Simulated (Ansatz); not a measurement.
# Abstraction of F: GeH3F + CClF2 → GeH3 + CClF3

Species: GeH3F (fluorogermane) `[F][GeH3]`, singlet; CClF2 (chlorodifluoromethyl radical) `F[C](F)Cl`, doublet; GeH3 `[GeH3]`, doublet; CClF3 `FC(F)(F)Cl`, singlet. A radical takes F: the energy is the difference in strength between the Ge–F bond broken and the C–F bond made.

Shapes, held fixed at every level: PBE0-D4/def2-TZVP. Programs: Ansatz 0.2.0. The zero-point and thermal change to 298 K, harmonic and unscaled (PBE0-D4/def2-TZVP), is -0.9 kJ/mol.

| level | kind | ΔH(298 K) (kJ/mol) | less CCSD(T)/def2-TZVPP |
| --- | --- | --- | --- |
| MP2/def2-SVP | perturbation theory | -7.9 | -23.7 |
| PBE-D4/def2-TZVPP | GGA | +16.7 | +0.9 |
| r2SCAN-D4/def2-TZVPP | meta-GGA | +19.6 | +3.8 |
| B3LYP-D4/def2-TZVPP | global hybrid | +26.0 | +10.2 |
| r2SCAN0-D4/def2-TZVPP | global hybrid | +16.9 | +1.1 |
| CCSD(T)/def2-SVP | coupled cluster or CI | -7.9 | -23.7 |
| CCSD/def2-TZVPP | coupled cluster or CI | +17.4 | +1.6 |
| CCSD(T)/def2-TZVPP | coupled cluster or CI | +15.8 | 0.0 |

The highest level, CCSD(T)/def2-TZVPP, gives ΔH(298 K) = +15.8 kJ/mol; the levels span -7.9 to +26.0. They disagree on the sign: 6 of 8 are positive. The column of differences is taken from that level and isn't an error. No measured value is set beside it here. Open shells run unrestricted. Relativity is left out for Ge. Outer-core shells of Ge are correlated, in sets that cover them unevenly.
